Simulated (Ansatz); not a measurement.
Reaction (substitution at a C–Si bond): `NC[SiH](O)O` + H₂Te → `NC[TeH]` + `O[SiH2]O`

Computed with Ansatz on PBE0-D4/def2-TZVP structures; ΔE is electronic, products minus reactants. CCSD(T)/CBS adds triple-zeta CCSD(T) − MP2 to the extrapolated MP2 energy (def2 sets, frozen cores). Functionals use def2-TZVPP. B3LYP here is the variant with VWN-RPA as its local correlation; programs differ in this. Elements past krypton have def2 core potentials. For Te outer-core shells are correlated without core-valence functions, which leaves a few kJ/mol of doubt a bond. Each species was taken in one conformer, which may not be the lowest.

Question: Is it downhill or uphill in electronic energy at CCSD(T)/CBS, and by how much? (Best estimate.)

Answer: Ansatz gave: Uphill: ΔE = +30.8 kJ/mol.

Question: What do these levels give: PBE0-D4, B3LYP-D4, ωB97X-V, B2PLYP, PBE0, B3LYP, HF/def2-TZVPP, CCSD/def2-TZVPP, MP2/def2-QZVPP, SCS-MP2/def2-QZVPP, MP2/CBS(def2), CCSD/CBS(def2)? (An estimate is asked.)

Answer: The calculation gave: PBE0-D4 38.0, B3LYP-D4 33.5, ωB97X-V 39.0, B2PLYP 31.4, PBE0 36.4, B3LYP 31.1, HF/def2-TZVPP 32.4, CCSD/def2-TZVPP 36.3, MP2/def2-QZVPP 26.6, SCS-MP2/def2-QZVPP 25.5, MP2/CBS(def2) 25.0, CCSD/CBS(def2) 31.8 kJ/mol.

Largest T1 diagnostic among the species: 0.011.

From PBE to PBE0 (25 % exact exchange), in def2-TZVPP and without D4, ΔE moves by +3.5 kJ/mol.
